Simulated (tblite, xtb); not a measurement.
C$_{6}$H$_{12}$O, triplet, geometry from GFN2-xTB (a higher spin typed on purpose: for a closed-shell molecule this is an excited state). Base run: GFN1-xTB in xtb 6.7.1.

Input for xtb:
```
$ xtb mol.xyz --gfn 1 --uhf 2 --json

# file mol.xyz
19

C     -2.02710707    -1.59725888     0.34700618
C     -1.02880172    -0.45301862     0.56166129
C     -1.64092248     0.88290346     0.19633512
C      0.22064222    -0.69947597    -0.28703456
C      1.24750457     0.39780181    -0.01819008
C      2.62679557     0.06941484    -0.56263552
O      0.86172848     1.64434124    -0.09320444
H     -1.58715923    -2.54675061     0.64155769
H     -2.91896676    -1.42676290     0.94471751
H     -2.31757531    -1.65885591    -0.69948011
H     -0.73359141    -0.43684547     1.61579681
H     -2.13147259     0.85266467    -0.77403501
H     -2.32410619     1.25905767     0.95208232
H     -0.78146328     1.59319678     0.11443064
H     -0.05850937    -0.70929999    -1.35207859
H      0.67275280    -1.66213613    -0.04469136
H      3.30615374     0.87232885    -0.28969154
H      2.62016321    -0.02585255    -1.65484270
H      2.97127975    -0.86767403    -0.13098446
```

Programs used: tblite, xtb; a row that names a program was run with it.

Each row names what was changed in the base input (with any setting that the change needs).

```csv
change,ΔE vs base (kcal/mol),dipole (D),G_solv (kcal/mol),SCF cycles
base,0.000,3.68,-,9
alpb = ether,-6.23,4.11,-6.56,10
alpb = ch2cl2,-7.81,4.29,-8.43,9
program = tblite; method = gfn1; option = --grad,0.000,-,-,-
gbsa = methanol,-6.77,4.46,-7.75,9
file = coord,0.000,3.68,-,9
etemp = 1000,0.000,3.68,-,9
alpb = chcl3,-7.76,4.28,-8.40,9
acc = 0.0001,0.000,3.68,-,16
```

ALPB and GBSA are two models with their own fitted parameters for each solvent, which aren't always the measured dielectric constant.
